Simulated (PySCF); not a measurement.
# LaI: frontier orbitals

PBE0 at R = 2.939 Å; La x2c-SVPall, I x2c-SVPall; spin-free X2C with a Gaussian nucleus (PySCF 2.14). State: triplet, about 0.0 electrons in the 4f shell (Mulliken). Only the outer orbitals are listed, counted within each symmetry.

| spin | orbital | occ. | ε (eV) | on La (%) | main shells (%) |
| --- | --- | --- | --- | --- | --- |
| α | 21σ | 1 | -17.91 | 6 | 94 I s |
| α | 22σ | 1 | -7.75 | 17 | 82 I p, 11 La d |
| α | 12π | 1 | -7.11 | 9 | 90 I p |
| α | 12π | 1 | -7.11 | 9 | 90 I p |
| α | 23σ | 1 | -4.23 | 99 | 73 La s, 24 La d |
| α | 5δ | 1 | -4.16 | 100 | 100 La d |
| α | 13π | 0 | -1.77 | 95 | 81 La d, 14 La p |
| α | 13π | 0 | -1.77 | 95 | 81 La d, 14 La p |
| α | 5δ | 0 | -1.76 | 100 | 100 La d |
| β | 21σ | 1 | -17.94 | 6 | 94 I s |
| β | 22σ | 1 | -7.72 | 16 | 84 I p, 10 La d |
| β | 12π | 1 | -7.11 | 8 | 92 I p |
| β | 12π | 1 | -7.11 | 8 | 92 I p |
| β | 23σ | 0 | -1.76 | 100 | 89 La s |
| β | 13π | 0 | -1.17 | 94 | 90 La d |
| β | 13π | 0 | -1.17 | 94 | 90 La d |

Task: Which are the highest filled and the lowest empty level, where do they sit, and how wide is the gap?

Result: Highest filled α 5δ at -4.16 eV (in %: 100 La d); lowest empty α 13π at -1.77 eV (in %: 81 La d, 14 La p); the gap at PBE0 is 2.39 eV.

```
bond order (Mayer)                              : 1.28
⟨S²⟩                                            : 2.003
charge on La (Mulliken, basis-dependent)        : 0.28
charge on La (Löwdin, basis-dependent)          : -0.08
dipole moment (positive dipole means La(−)I(+)) : -5.13 D
polarisability along the bond                   : 166.7 bohr³
polarisability across the bond                  : 185.5 bohr³
```

Spin–orbit coupling is left out. With d or f electrons several states lie close, and the lowest PBE0 determinant need not be the measured ground state.
